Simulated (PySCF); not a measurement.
## Al²⁺: ionisation energy

Al²⁺ [Ne] 3s1 (2S) → Al³⁺ [Ne] (1S), as a difference of total energies. All numbers are calculated (PySCF 2.14, the non-relativistic Hamiltonian (point nucleus), in aug-cc-pV(T+d)Z (6s5p4d2f, 55 functions)). The calculations carry no spin-orbit coupling.

```tsv
method	ionisation energy (eV)
UHF	28.039
LDA	28.806
PBE	28.811
PBE0	28.677
r2SCAN	28.376
wB97M-V	28.522
revPBE	28.704
TPSS	28.494
```

For comparison: 28.448 eV (measured; NIST Atomic Spectra Database, ionization energies).
